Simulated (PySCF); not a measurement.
SMILES C(C)c1c(cccc1)OC (C₉H₁₂O), GFN2-xTB optimised geometry.

```
22

C     -1.89    -2.34     1.46
C     -1.80    -1.80     0.03
C     -1.05    -0.50     0.00
C     -1.72     0.72     0.01
C     -1.03     1.92     0.01
C      0.35     1.91     0.01
C      1.04     0.71     0.00
C      0.35    -0.50     0.00
O      0.95    -1.73     0.00
C      2.35    -1.79    -0.05
H     -2.44    -3.28     1.47
H     -2.38    -1.63     2.11
H     -0.89    -2.53     1.84
H     -2.81    -1.65    -0.36
H     -1.29    -2.52    -0.60
H     -2.80     0.72     0.01
H     -1.57     2.85     0.02
H      0.90     2.84     0.01
H      2.12     0.73     0.00
H      2.60    -2.85    -0.06
H      2.75    -1.32    -0.95
H      2.81    -1.33     0.84
```

Density from PBE/def2-SVP run with PySCF at that geometry.

Minimum of the electron density along straight lines between bonded atoms, close to the bond critical point (lines longer than 1.1 times the sum of covalent radii, or with two minima, are not listed):

```json
[
 {"bond": "C1–C2", "length / Å": "1.529", "ρ at the minimum / e bohr⁻³": "0.237", "∇²ρ there / e bohr⁻⁵": "-0.51", "position (fraction from the first atom)": "0.50"},
 {"bond": "C2–C3", "length / Å": "1.502", "ρ at the minimum / e bohr⁻³": "0.251", "∇²ρ there / e bohr⁻⁵": "-0.56", "position (fraction from the first atom)": "0.49"},
 {"bond": "C3–C4", "length / Å": "1.383", "ρ at the minimum / e bohr⁻³": "0.309", "∇²ρ there / e bohr⁻⁵": "-0.75", "position (fraction from the first atom)": "0.50"},
 {"bond": "C4–C5", "length / Å": "1.386", "ρ at the minimum / e bohr⁻³": "0.308", "∇²ρ there / e bohr⁻⁵": "-0.76", "position (fraction from the first atom)": "0.50"},
 {"bond": "C5–C6", "length / Å": "1.380", "ρ at the minimum / e bohr⁻³": "0.311", "∇²ρ there / e bohr⁻⁵": "-0.77", "position (fraction from the first atom)": "0.50"},
 {"bond": "C6–C7", "length / Å": "1.386", "ρ at the minimum / e bohr⁻³": "0.306", "∇²ρ there / e bohr⁻⁵": "-0.75", "position (fraction from the first atom)": "0.50"},
 {"bond": "C3–C8", "length / Å": "1.404", "ρ at the minimum / e bohr⁻³": "0.302", "∇²ρ there / e bohr⁻⁵": "-0.74", "position (fraction from the first atom)": "0.49"},
 {"bond": "C7–C8", "length / Å": "1.389", "ρ at the minimum / e bohr⁻³": "0.307", "∇²ρ there / e bohr⁻⁵": "-0.75", "position (fraction from the first atom)": "0.49"},
 {"bond": "C8–O9", "length / Å": "1.367", "ρ at the minimum / e bohr⁻³": "0.279", "∇²ρ there / e bohr⁻⁵": "-0.30", "position (fraction from the first atom)": "0.34"},
 {"bond": "O9–C10", "length / Å": "1.404", "ρ at the minimum / e bohr⁻³": "0.258", "∇²ρ there / e bohr⁻⁵": "-0.38", "position (fraction from the first atom)": "0.66"},
 {"bond": "C1–H11", "length / Å": "1.088", "ρ at the minimum / e bohr⁻³": "0.274", "∇²ρ there / e bohr⁻⁵": "-0.98", "position (fraction from the first atom)": "0.63"},
 {"bond": "C1–H12", "length / Å": "1.088", "ρ at the minimum / e bohr⁻³": "0.274", "∇²ρ there / e bohr⁻⁵": "-0.99", "position (fraction from the first atom)": "0.63"},
 {"bond": "C1–H13", "length / Å": "1.087", "ρ at the minimum / e bohr⁻³": "0.276", "∇²ρ there / e bohr⁻⁵": "-1.01", "position (fraction from the first atom)": "0.63"},
 {"bond": "C2–H15", "length / Å": "1.091", "ρ at the minimum / e bohr⁻³": "0.275", "∇²ρ there / e bohr⁻⁵": "-1.00", "position (fraction from the first atom)": "0.63"},
 {"bond": "C4–H16", "length / Å": "1.081", "ρ at the minimum / e bohr⁻³": "0.280", "∇²ρ there / e bohr⁻⁵": "-1.04", "position (fraction from the first atom)": "0.63"},
 {"bond": "C5–H17", "length / Å": "1.079", "ρ at the minimum / e bohr⁻³": "0.280", "∇²ρ there / e bohr⁻⁵": "-1.04", "position (fraction from the first atom)": "0.63"},
 {"bond": "C6–H18", "length / Å": "1.080", "ρ at the minimum / e bohr⁻³": "0.280", "∇²ρ there / e bohr⁻⁵": "-1.04", "position (fraction from the first atom)": "0.63"},
 {"bond": "C7–H19", "length / Å": "1.079", "ρ at the minimum / e bohr⁻³": "0.280", "∇²ρ there / e bohr⁻⁵": "-1.03", "position (fraction from the first atom)": "0.63"},
 {"bond": "C10–H20", "length / Å": "1.089", "ρ at the minimum / e bohr⁻³": "0.281", "∇²ρ there / e bohr⁻⁵": "-1.08", "position (fraction from the first atom)": "0.64"},
 {"bond": "C10–H21", "length / Å": "1.095", "ρ at the minimum / e bohr⁻³": "0.277", "∇²ρ there / e bohr⁻⁵": "-1.03", "position (fraction from the first atom)": "0.64"},
 {"bond": "C10–H22", "length / Å": "1.095", "ρ at the minimum / e bohr⁻³": "0.277", "∇²ρ there / e bohr⁻⁵": "-1.03", "position (fraction from the first atom)": "0.64"}
]
```
